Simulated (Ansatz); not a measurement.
Ansatz (an electronic-structure program) input:

Ansatz 0.2 input:
```yaml
crystal:
  periodic: [false, false, false]
  atoms:
    - {symbol: Ge, position_ang: [0.88209746, -0.02497667, -0.02647425]}
    - {symbol: O, position_ang: [-0.82771267, 0.02084846, -0.02135496]}
basis:
  gaussian:
    orbitals: def2-TZVP
hamiltonian:
  xc: b3lyp
  dispersion: d3bj
total_charge: -1
magnetization: {spin_polarized: true, initial_magnetization: 1}
relax: {f_tol: 0.002, max_steps: 150}
```

### Question
Which total energy does the run end on?

### Answer
-2152.30770 Eh (B3LYP-D3(BJ)/def2-TZVP). The basis has 79 functions.
